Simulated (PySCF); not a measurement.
# How the method moves the HOMO and LUMO of `BCOC1C=C1`

Species: C4H7BO.
Structure used (PBE0-D3(BJ)/def2-SVP), in Å, numbered top down from 1:
```
atom  x, y, z in Å
B1     2.426   -0.347    0.678
C2     1.028   -0.562    0.042
O3     0.258    0.595   -0.109
C4    -0.986    0.368   -0.689
C5    -2.172    0.074    0.163
C6    -2.093    1.276   -0.337
H7     2.816    0.742    1.022
H8     3.131   -1.319    0.831
H9     1.186   -1.088   -0.931
H10    0.506   -1.332    0.661
H11   -0.896   -0.065   -1.702
H12   -2.695   -0.641    0.795
H13   -2.497    2.281   -0.434
```

Basis pcSseg-1 throughout (PySCF), one geometry. Isolated species at its PBE0-D3(BJ)/def2-SVP geometry (one conformer only).

Question: How do the orbital energies, the gap and the dipole change with the method?

Answer: 
```tsv
method	kind	HOMO (eV)	LUMO (eV)	gap (eV)	μ (D)	SCF cycles
BLYP	GGA	-5.65	-2.20	3.45	1.68	15
OPBE	GGA	-5.75	-2.12	3.63	1.73	16
PBE	GGA	-5.77	-2.34	3.43	1.72	16
B97-D	GGA	-5.79	-2.11	3.68	1.69	15
BP86	GGA	-5.88	-2.38	3.50	1.72	15
KT2	GGA	-5.92	-2.33	3.59	1.67	16
LDA	LDA	-5.92	-2.61	3.31	1.82	15
KT3	GGA	-5.92	-2.23	3.69	1.65	16
B97-2	global hybrid	-7.00	-1.26	5.74	1.71	13
B3LYP	global hybrid	-7.02	-1.54	5.48	1.70	13
PBE0	global hybrid	-7.27	-1.29	5.98	1.73	14
mPW1PW91	global hybrid	-7.31	-1.27	6.04	1.72	13
CAM-B3LYP	range-separated hybrid	-8.65	-0.18	8.47	1.72	13
BHandHLYP	global hybrid	-8.66	-0.23	8.44	1.71	12
wB97X-D	range-separated hybrid	-9.16	0.66	9.82	1.70	13
LC-wPBE	range-separated hybrid	-9.97	1.08	11.05	1.75	13
HF	Hartree–Fock	-10.31	2.34	12.65	1.72	10
```

The HOMO spans 4.66 eV, from BLYP down to HF, and the gap runs from 3.31 eV (LDA) to 12.65 eV (HF). Over the methods BLYP (0 %), OPBE (0 %), PBE (0 %), B97-D (0 %), BP86 (0 %), KT2 (0 %), LDA (0 %), KT3 (0 %), B97-2 (21 %), B3LYP (20 %), PBE0 (25 %), mPW1PW91 (25 %), BHandHLYP (50 %), HF (100 %), a straight line through the gap against the share of exact exchange rises by 0.93 eV for each 10 % (correlation coefficient 0.998). The dipole ranges from 1.65 D (KT3) to 1.82 D (LDA). This basis has no diffuse functions.
